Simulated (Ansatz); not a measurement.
Relaxed structures of BSi2H3S, closed shell (PBE0-D4/def2-TZVP; forces vanish, vibrations not checked; lower isomers may exist, and structures with a doubtful reference or unclear bonds are left out; Å). Program: Ansatz 0.2.0. Basis: def2-TZVPP. Cores are frozen in the correlated methods.

Task: Rank them by CCSD(T) energy, lowest first, and give each one's height above the lowest. Links in brackets join atoms within 1.22 times the sum of their covalent radii (1.1 for two metals). (To be estimated.)
A.
BSi₂H₃S ([BH]1[SiH]2[SiH][S]12)
```
7
angstrom
B -1.6188 -0.0578 -0.3866
Si -0.3232 1.3781 -0.2969
Si 1.4478 0.2268 0.7088
S -0.0739 -0.8827 -0.7565
H -2.7210 -0.4824 -0.4642
H -0.2603 2.2062 -1.5425
H 2.3627 0.6052 -0.4568
```
B.
BSi₂H₃S ([Si]1[BH]2[SH][SiH]12)
```
7
angstrom
B -1.1525 -0.0442 -0.6977
Si -0.7449 1.8545 -0.3391
Si 0.6828 0.2972 0.3055
S 0.2143 -1.2361 -1.2660
H -2.2376 -0.5339 -0.5982
H 1.2172 -0.5054 1.4473
H -0.1219 -2.3870 -0.6197
```
C.
BSi₂H₃S ([SiH]1[B]2[S][SiH2]12)
```
7
angstrom
B -0.8105 -1.1236 -0.0317
Si -1.8004 0.4759 0.2798
Si 0.6625 0.3164 0.2930
S 0.7171 -1.9100 -0.0065
H -1.6751 0.6810 -1.2280
H 1.3069 0.5330 1.6070
H 1.4057 0.9327 -0.8278
```

Result: The calculation gives: C (0.0 kJ/mol), A (34.5 kJ/mol), B (76.2 kJ/mol). Heights count from the lowest.

T1 diagnostic: at most 0.023.

For scale, one of the runs: CCSD(T)/def2-TZVPP, 199 basis functions, launched by `ansatz run in.yaml --threads 2 --pin off --events-out ev --progress --plain --max-ram 4352MiB`. The run took 33 s on 2 CPU threads of an AMD EPYC 7B13 (shared host), with 2.1 GiB of host memory at its peak.
